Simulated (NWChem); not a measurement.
System meant: BNH3OCl; SMILES NB(O)Cl

The following NWChem deck was run.

```
start job
memory heap 200 mb stack 900 mb global 1100 mb
geometry units angstroms noautoz
  B     -0.025625     0.458440     0.000000
  Cl    -0.034958    -1.335410     0.000000
  O     -1.200504     1.140421     0.000000
  H     -1.964826     0.557953     0.000000
  N      1.197374     1.132495     0.000000
  H      1.243877     2.142222     0.000000
  H      2.087718     0.658848     0.000000
end
basis spherical
  * library def2-svp
end
dft
  odft
  mult 2
  xc xpbe96 cpbe96
  iterations 150
  mulliken
end
task dft energy
```

End of the output:

```
 Summary of "ao basis" -> "ao basis" (spherical)
 ------------------------------------------------------------------------------
       Tag                 Description            Shells   Functions and Types
 ---------------- ------------------------------  ------  ---------------------
 B                          def2-svp                 6       14   3s2p1d
 Cl                         def2-svp                 8       18   4s3p1d
 O                          def2-svp                 6       14   3s2p1d
 H                          def2-svp                 3        5   2s1p
 N                          def2-svp                 6       14   3s2p1d

 Summary of "ao basis" -> "ao basis" (spherical)
 ------------------------------------------------------------------------------
       Tag                 Description            Shells   Functions and Types
 ---------------- ------------------------------  ------  ---------------------
 B                          def2-svp                 6       14   3s2p1d
 Cl                         def2-svp                 8       18   4s3p1d
 O                          def2-svp                 6       14   3s2p1d
 H                          def2-svp                 3        5   2s1p
 N                          def2-svp                 6       14   3s2p1d

      Symmetry analysis of basis
      --------------------------

        a'         55
        a"         20

  number of electrons :                   40
  multiplicity        :                    2
 ------------------------------------------------------------------------
  no. of electrons and multiplicity not compatible                  40
 ------------------------------------------------------------------------
 ------------------------------------------------------------------------
  current input line :
    22: task dft energy
 ------------------------------------------------------------------------
 ------------------------------------------------------------------------
 There is an error in the input file
 ------------------------------------------------------------------------
 For more information see the NWChem manual at https://nwchemgit.github.io

0: no. of electrons and multiplicity not compatible:Received an Error in Communication
```

Problem. What is wrong, and how is it mended?

Solution. The input was rejected before any calculation. Cause: the multiplicity doesn't fit the number of electrons (an even count wants an odd multiplicity, and the reverse). This input runs:
```
start job
memory heap 200 mb stack 900 mb global 1100 mb
geometry units angstroms noautoz
  B     -0.025625     0.458440     0.000000
  Cl    -0.034958    -1.335410     0.000000
  O     -1.200504     1.140421     0.000000
  H     -1.964826     0.557953     0.000000
  N      1.197374     1.132495     0.000000
  H      1.243877     2.142222     0.000000
  H      2.087718     0.658848     0.000000
end
basis spherical
  * library def2-svp
end
dft
  xc xpbe96 cpbe96
  iterations 150
  mulliken
end
task dft energy
```
It converges to -616.34112 Ha (PBE/def2-SVP).
